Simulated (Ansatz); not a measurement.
Isolated molecules relaxed with PBE0-D4/def2-TZVP in Ansatz; ΔE leaves out vibrations. CCSD(T)/CBS adds triple-zeta CCSD(T) − MP2 to the extrapolated MP2 energy (def2 sets, frozen cores). This one scheme is used for every species. For Ga outer-core shells are correlated without core-valence functions, which leaves a few kJ/mol of doubt a bond. Scalar relativity is left out up to krypton. Each species was taken in one conformer, which may not be the lowest.

Reaction (ligand exchange at a Ga–S bond): `[OH][GaH][S][SiH3]` + H₂S → `[OH][GaH][SH]` + `[SiH3]S`

```
           level  ΔE (kcal/mol)
CCSD(T)/def2-SVP            2.1
   MP2/CBS(def2)            2.6
```

Question: What does CCSD(T)/CBS give? (An estimate is asked.)

Answer: Computed: +2.2 kcal/mol. The listed levels differ from it by -0.1, 0.4 kcal/mol.

Largest T1 diagnostic among the species: 0.014.

The D4 term adds +1.7 kcal/mol with B3LYP and +1.0 kcal/mol with PBE0; it sums over pairs of atoms, weighted by their polarisabilities, and B3LYP, whose exchange is more repulsive, gets the larger term. From BLYP to BHLYP (50 % exact exchange), in def2-TZVPP and without D4, ΔE moves by +1.0 kcal/mol. Leaving LDA and LC-ωPBE aside and taking each functional with its dispersion term where it has one, the values, not all of them listed here, spread over 1.4 kcal/mol, from B2PLYP to BHLYP-D4. LDA lies +0.9 kcal/mol from PBE without D4.

CCSD(T)/CBS has its own doubt, a few kJ/mol and more with outer-core shells, so smaller differences from it don't rank the levels.

B3LYP here is the variant with VWN-RPA as its local correlation; programs differ in this.
